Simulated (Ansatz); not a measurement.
Input for Ansatz (an electronic-structure program): R-wB97X-V/def2-TZVPP on CH4GeO (SMILES [CH3][Ge][OH]).

Ansatz 0.2 input:
```yaml
crystal:
  periodic: [false, false, false]
  atoms:
    - {symbol: C, position_ang: [-0.87524900, 0.07648120, 0.24685926]}
    - {symbol: Ge, position_ang: [0.46007352, -1.33157614, -0.31698688]}
    - {symbol: O, position_ang: [1.95606344, -0.35318306, -0.06629152]}
    - {symbol: H, position_ang: [-1.90398985, -0.28108202, 0.18402486]}
    - {symbol: H, position_ang: [-0.77380447, 0.95951167, -0.39239292]}
    - {symbol: H, position_ang: [-0.67569918, 0.38385369, 1.27854395]}
    - {symbol: H, position_ang: [1.81260554, 0.54599466, 0.25287724]}
basis:
  gaussian:
    orbitals: def2-TZVPP
hamiltonian:
  xc: {name: wB97X-V}
scf: {lower_state_search: off}
```

It printed:

```
WARN ansatz: RAYON_NUM_THREADS=1 ignored (pool sized by the plan → 1); use --threads N
Functional definition: wB97X-V
these checks for a lower state are left out or cut short: stability, starts, cluster_reference, orbital_swaps, neighbouring_geometries, increment
integrals: 0.10 GiB planned
956 factors; their error is unknown
integrals: 0.13 GiB planned
211 factors; integrals over basis functions are off by at most 1.1e-5 eV
mean field: 0.87 GiB planned
mean field evaluation 1: about -59655.7542 eV, gradient 6.1e1 eV
mean field evaluation 2: about -59653.5188 eV, gradient 7.4e1 eV
mean field evaluation 4: about -59662.6657 eV, gradient 2.4e0 eV
mean field evaluation 8: about -59662.8642 eV, gradient 3.0e-1 eV
mean field evaluation 16: about -59662.8643 eV, gradient 4.0e-6 eV
mean field -59662.86427287 eV, -2192.5698210860 hartree, gradient 3.9e-6 eV, S^2 0.000000; 0 other end points of the search recorded, 0 dependent functions left out
reference -59662.86427130 eV, -2192.5698210285 hartree; 25, 25 occupied and 141, 141 virtual orbitals, 956 factors
Total energy: -59662.86427130 eV, -2192.5698210285 hartree
Checks for a lower state left out: stability, starts, cluster_reference, orbital_swaps, neighbouring_geometries, increment
```

The run converged.

Cost: about 8 core-seconds (a rough figure).
